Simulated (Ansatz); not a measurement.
Harmonic frequencies (cm⁻¹) at PBE0-D4/def2-TZVP from Ansatz: 38, 118, 217, 345, 400, 429, 518, 521, 535, 605, 734, 751, 812, 864, 954, 980, 1033, 1080, 1082, 1168, 1198, 1225, 1246, 1285, 1321, 1340, 1346, 1357, 1441, 1445, 1454, 1456, 1829, 1832, 3034, 3037, 3044, 3047, 3126, 3127, 3127, 3129.

Problem. Which molecule is it?
A. `O=C1CCCC(=O)C1`
B. `O=C1CCC(=O)CC1`
C. `COC(=O)C(F)(F)C(F)(F)F`
D. `CC[C](C)C`•

Solution. B.
